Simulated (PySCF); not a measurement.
## Which element holds H most strongly?

r²SCAN in PySCF with def2-SVPD on every atom (core potentials on Sn, Sb), for the lowest determinant that a PBE0 search found; no spin–orbit coupling. D0 is De less the harmonic zero-point energy.

```
 M  state (unpaired electrons)  Re (Å)  ωe (cm⁻¹)  D0(MH) (eV)
Sb              triplet (π ↑↑)   1.724       1917         2.49
Zn               doublet (σ ↑)   1.586       1627         1.44
 B      singlet (closed shell)   1.250       2328         3.29
Ga      singlet (closed shell)   1.674       1609         2.81
Sn               doublet (π ↑)   1.786       1697         2.52
Si               doublet (π ↑)   1.538       2017         2.97
Ge               doublet (π ↑)   1.599       1908         2.82
```

Order the elements by D0 and give the energy of GaH + Si → SiH + Ga.

B > Si > Ge > Ga > Sn > Sb > Zn; ΔE = 2.81 − 2.97 = -0.16 eV at r²SCAN/def2-SVPD. Close neighbours can swap at other levels.

These are scalar-relativistic numbers at best; spin–orbit coupling would shift them, the dissociation energy most. States were picked by a PBE0 search and need not be the measured ground states.
